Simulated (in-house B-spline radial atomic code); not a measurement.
Xe⁶⁺. Computed with a B-spline radial atomic code. Model: all-electron spherical atom, spin shells full or empty, radial basis limit, no spin-orbit coupling, Breit or QED, empty-state partial waves extrapolated as (l+1/2)^-4, RPA, G0W0 and static COHSEX of the highest shell as one setting changes (uncorrelated shells keep exact exchange).

Given: element Xe; charge 6; filled core Kr; hamiltonian one-electron scalar X2C; mean-field start PBE; highest l of empty states 9; nuclear rms radius 4.7859 fm; highest mean-field shell 5s.

Shell: 4d 5 5, 5s 1 1 (electrons up and down).

| lowest nl shells left uncorrelated | RPA correlation energy (hartree) | G0W0 level (eV) | G0W0 minus most complete (meV) | COHSEX level (eV) | removal by RPA minus most complete (meV) |
| --- | --- | --- | --- | --- | --- |
| 0 | -3.9294 | -92.629 | 0 | -95.016 | 0 |
| 1 | ? | ? | ? | ? | ? |
| 2 | -3.5519 | -92.633 | -3.9 | -95.026 | 4.6 |
| 3 | -2.9875 | -92.629 | 0.7 | -95.014 | 2.2 |
| 4 | -2.8054 | -92.65 | -20.2 | -95.059 | 23.2 |
| 5 | -2.2618 | -92.637 | -7.3 | -95.047 | 14.9 |
| 6 | -1.3915 | -92.551 | 78.2 | -94.918 | -44.9 |
| 7 | ? | ? | ? | ? | ? |
| 8 | -0.7742 | -92.521 | 108.1 | -94.898 | -117.7 |
| 9 | -0.077611 | -91.342 | 1287.6 | -93.23 | -1443.8 |

(1) What follows for lowest nl shells left uncorrelated = 7?

(2) What follows for lowest nl shells left uncorrelated = 1?

Results:

(1) RPA correlation energy -1.2326 hartree; G0W0 level -92.64 eV; G0W0 minus most complete -10.3 meV; COHSEX level -95.08 eV; removal by RPA minus most complete 35.5 meV.

(2) RPA correlation energy -3.7485 hartree; G0W0 level -92.629 eV; G0W0 minus most complete 0.3 meV; COHSEX level -95.016 eV; removal by RPA minus most complete -0.1 meV.
